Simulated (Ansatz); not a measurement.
Steps of a relaxation of C4H10MgO (`CC(C)(C)[O][MgH]`) with RKS PBE0-D4/def2-TZVP.

```sh
$ ansatz run in.yaml --threads 4 --pin off --events-out ev --progress --plain --max-ram 11315MiB
```

```yaml
crystal:
  periodic: [false, false, false]
  atoms:
    - {symbol: C, position_ang: [0.012500, -1.414688, 0.743583]}
    - {symbol: C, position_ang: [0.081735, -0.102570, -0.062523]}
    - {symbol: C, position_ang: [1.534984, 0.410050, -0.102163]}
    - {symbol: C, position_ang: [-0.426482, -0.343923, -1.497702]}
    - {symbol: O, position_ang: [-0.727861, 0.859224, 0.555425]}
    - {symbol: Mg, position_ang: [-1.755935, 2.094697, 1.350899]}
    - {symbol: H, position_ang: [0.639768, -2.211334, 0.293143]}
    - {symbol: H, position_ang: [-1.033900, -1.779784, 0.787648]}
    - {symbol: H, position_ang: [0.362315, -1.242709, 1.781988]}
    - {symbol: H, position_ang: [1.587559, 1.362575, -0.667992]}
    - {symbol: H, position_ang: [2.218632, -0.318633, -0.584474]}
    - {symbol: H, position_ang: [1.900271, 0.599624, 0.927827]}
    - {symbol: H, position_ang: [-0.393283, 0.601050, -2.077480]}
    - {symbol: H, position_ang: [0.184206, -1.100821, -2.031703]}
    - {symbol: H, position_ang: [-1.477198, -0.698453, -1.475128]}
    - {symbol: H, position_ang: [-2.730010, 3.262995, 2.102952]}
basis:
  gaussian: {orbitals: def2-TZVP}
hamiltonian: {xc: pbe0, dispersion: d4}
relax: {f_tol: 0.005, max_steps: 150}
```

Positions (Å) and forces (eV/Å) along the path, 4 of 4 steps:

```xyz
16
step=1 energy=-11795.7407 eV
C     0.013   -1.415    0.744   -0.022   -0.107    0.089
C     0.082   -0.103   -0.063   -0.075    0.088    0.057
C     1.535    0.410   -0.102    0.124    0.069    0.008
C    -0.426   -0.344   -1.498   -0.064   -0.004   -0.125
O    -0.728    0.859    0.555    0.027   -0.027   -0.016
Mg   -1.756    2.095    1.351    0.284   -0.342   -0.220
H     0.640   -2.211    0.293   -0.289    0.392    0.193
H    -1.034   -1.780    0.788    0.489    0.186   -0.034
H     0.362   -1.243    1.782   -0.159   -0.063   -0.496
H     1.588    1.363   -0.668   -0.043   -0.453    0.261
H     2.219   -0.319   -0.584   -0.343    0.326    0.223
H     1.900    0.600    0.928   -0.189   -0.098   -0.479
H    -0.393    0.601   -2.077   -0.005   -0.438    0.289
H     0.184   -1.101   -2.032   -0.272    0.354    0.273
H    -1.477   -0.698   -1.475    0.498    0.166    0.009
H    -2.730    3.263    2.103    0.040   -0.048   -0.031
16
step=2 energy=-11795.7960 eV
C     0.013   -1.405    0.738   -0.003   -0.018    0.014
C     0.081   -0.101   -0.062   -0.037    0.043    0.027
C     1.525    0.407   -0.102    0.021    0.011    0.001
C    -0.423   -0.342   -1.488   -0.010   -0.002   -0.021
O    -0.724    0.854    0.552   -0.065    0.081    0.052
Mg   -1.745    2.081    1.342    0.184   -0.222   -0.143
H     0.635   -2.190    0.289   -0.084    0.109    0.059
H    -1.023   -1.766    0.780    0.140    0.051   -0.008
H     0.360   -1.234    1.765   -0.046   -0.020   -0.141
H     1.576    1.348   -0.663   -0.010   -0.129    0.075
H     2.197   -0.318   -0.580   -0.094    0.097    0.065
H     1.886    0.593    0.918   -0.052   -0.027   -0.138
H    -0.388    0.593   -2.061   -0.003   -0.126    0.080
H     0.184   -1.091   -2.012   -0.081    0.102    0.074
H    -1.462   -0.694   -1.464    0.141    0.047    0.000
H    -2.715    3.244    2.091   -0.002    0.003    0.002
16
step=3 energy=-11795.8028 eV
C     0.013   -1.401    0.736    0.001    0.005   -0.005
C     0.080   -0.100   -0.061   -0.003    0.003    0.002
C     1.520    0.406   -0.101   -0.007   -0.004   -0.001
C    -0.422   -0.341   -1.483    0.004    0.000    0.007
O    -0.722    0.852    0.551   -0.026    0.033    0.021
Mg   -1.736    2.070    1.335    0.026   -0.032   -0.021
H     0.632   -2.182    0.288    0.004   -0.007   -0.003
H    -1.018   -1.760    0.778   -0.009   -0.004    0.001
H     0.359   -1.231    1.758    0.003    0.000    0.010
H     1.571    1.343   -0.660    0.002    0.009   -0.005
H     2.189   -0.316   -0.577    0.006   -0.005   -0.003
H     1.879    0.591    0.914    0.004    0.002    0.009
H    -0.387    0.591   -2.053    0.000    0.008   -0.006
H     0.183   -1.087   -2.004    0.004   -0.006   -0.005
H    -1.457   -0.691   -1.459   -0.009   -0.003   -0.001
H    -2.706    3.234    2.084   -0.001    0.001    0.000
16
step=4 energy=-11795.8029 eV
C     0.012   -1.401    0.736    0.000    0.001   -0.001
C     0.080   -0.100   -0.061   -0.001    0.001    0.000
C     1.520    0.406   -0.101   -0.001   -0.001    0.000
C    -0.422   -0.340   -1.483    0.000    0.000    0.001
O    -0.722    0.852    0.551    0.001    0.001    0.001
Mg   -1.735    2.069    1.334    0.001   -0.002   -0.001
H     0.632   -2.182    0.288    0.000    0.000    0.000
H    -1.019   -1.760    0.778    0.000    0.000    0.000
H     0.359   -1.231    1.759    0.000    0.000    0.001
H     1.571    1.344   -0.660    0.000    0.000    0.000
H     2.189   -0.316   -0.577    0.000    0.000    0.000
H     1.880    0.591    0.914    0.001    0.000    0.000
H    -0.388    0.591   -2.054    0.000    0.000   -0.001
H     0.183   -1.087   -2.004    0.000    0.000    0.000
H    -1.457   -0.691   -1.460   -0.001    0.000    0.000
H    -2.705    3.233    2.083    0.000    0.000    0.000
```

It took 32 s on 4 threads of an Arm Neoverse V1 on a shared host, with 0.8 GiB of host memory at the peak.
